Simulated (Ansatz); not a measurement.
Cost and result for the atomization energy of `NC1CO[SiH2]1` (12 atoms, 12 bonds).

Cartesian coordinates in Å:
```
N 1.2791 0.1582 -1.1836
C 0.1935 0.5228 -0.3119
C -1.1461 -0.2754 -0.3229
O -1.3428 -0.5346 1.0853
Si 0.1750 0.0173 1.5053
H 1.5513 -0.8092 -1.0674
H 1.0462 0.3003 -2.1588
H -0.0095 1.5913 -0.4257
H -2.0066 0.2741 -0.7166
H -1.0407 -1.2177 -0.8729
H 0.1662 1.0345 2.5895
H 1.1343 -1.0617 1.8797
```

Charge 0, multiplicity 1. The geometry is a stationary point of PBE0-D4/def2-TZVP. It is one conformer, not always the lowest. Program: Ansatz. All runs use 4 threads of an Intel Xeon 6985P-C on a shared host. Times are those of one run each, without the atoms' runs, and a repeat can differ threefold. Electronic energies, without spin–orbit coupling; frozen cores. CCSD(T)/CBS adds CCSD(T) − MP2 in def2-TZVPP to the MP2 limit, and its time is that of the two runs behind it. T1 = 0.011. HSE06 is the plane-wave form, built on full-range PBE exchange.

CCSD(T)/CBS is a level of theory with its own doubt, some kJ/mol a heavy atom from the limit and from the frozen cores, so smaller differences don't rank the functionals.

```
                           level  functions  wall time  atomization (kcal/mol)  difference from CCSD(T)/CBS  per bond
          LDA (SPW92)/def2-TZVPP        264     0.75 s                  1228.3                        161.7      13.5
            revPBE-D4/def2-TZVPP        264      1.1 s                  1061.6                         -5.0      -0.4
 PBE-D4/def2-TZVPP (with forces)        264      1.4 s                  1088.5                         21.9       1.8
              PBE0-D4/def2-TZVPP        264      1.6 s                  1067.7                          1.1       0.1
             BHLYP-D4/def2-TZVPP        264      1.6 s                  1032.7                        -33.9      -2.8
             HSE06-D4/def2-TZVPP        264      1.7 s                  1068.6                          2.0       0.2
                CCSD(T)/def2-SVP        109      2.6 s                   997.1                        -69.5      -5.8
             PBE-QIDH/def2-TZVPP        264      3.2 s                  1057.8                         -8.8      -0.7
               B97M-V/def2-TZVPP        264      3.4 s                  1066.1                         -0.5       0.0
ωB97M-V/def2-TZVPP (with forces)        264      5.5 s                  1071.0                          4.4       0.4
                  MP2/def2-QZVPP        508       14 s                  1070.9                          4.3       0.4
              CCSD(T)/def2-TZVPP        264       43 s                  1035.8                        -30.8      -2.6
               CCSD(T)/CBS(def2)          –       57 s                  1066.6                          0.0       0.0
```

Leaving LDA and LC-ωPBE aside and taking each functional with its dispersion term where it has one, the values spread over 55.8 kcal/mol, from BHLYP-D4 to PBE-D4. LDA lies +145.6 kcal/mol from PBE without D4, its usual overbinding. From r2SCAN to r2SCAN0 (25 % exact exchange), in def2-TZVPP and without D4, the atomization energy moves by −17.1 kcal/mol: exact exchange takes away binding that semilocal exchange gives to molecules. At CCSD(T), def2-SVP lies −69.5 kcal/mol from the extrapolated value and def2-TZVPP −30.8 kcal/mol: correlation converges slowly with the basis, and small sets miss more of it in the bonded molecule than in its fragments.
